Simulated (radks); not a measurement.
Ge, configuration [Ar] 3d9 4s2 4p2 4d1 (not the ground configuration).

Calculated with a radial shooting solver on a logarithmic mesh with Libxc functionals: scalar-relativistic Kohn-Sham, PBE, spin-polarised, spherical densities, point nucleus; open shells are filled with parallel spins first.

Energy parts (eV):
total: -57076.900
kinetic: 58113.348
electron-nucleus: -137122.379
Hartree: 24078.269
exchange-correlation: -2146.138

Orbitals (lengths in bohr, moments of r in powers of bohr; <r^-3> diverges for s and p1/2; r(max) is where P^2 peaks):
orbital	occ.	eigenvalue (eV)	<r>	r(max)	<r^-3>
1s up	1	-10978.02	0.04700	0.03073	-
1s down	1	-10977.92	0.04700	0.03073	-
2s up	1	-1390.109	0.2101	0.1761	-
2s down	1	-1389.235	0.2100	0.1760	-
2p up	3	-1216.851	0.1838	0.1412	993.8
2p down	3	-1216.148	0.1837	0.1412	994.5
3s up	1	-184.9323	0.6194	0.5407	-
3s down	1	-183.4127	0.6199	0.5410	-
3p up	3	-131.8243	0.6393	0.5406	137.7
3p down	3	-130.3076	0.6400	0.5410	137.2
3d up	5	-44.9135	0.7014	0.4964	15.09
3d down	4	-43.3355	0.7019	0.4975	15.05
4s up	1	-19.1845	1.930	1.648	-
4s down	1	-17.0998	1.928	1.632	-
4p up	2	-9.7141	2.371	1.956	9.445
4p down	0	-7.6382	2.416	1.950	9.324
4d up	1	-0.6977	7.535	5.863	0.1064

The highest occupied level is 4d up at -0.698 eV. The configuration is held as typed, so some empty levels lie below it. Spin moment in Bohr magnetons: 4.
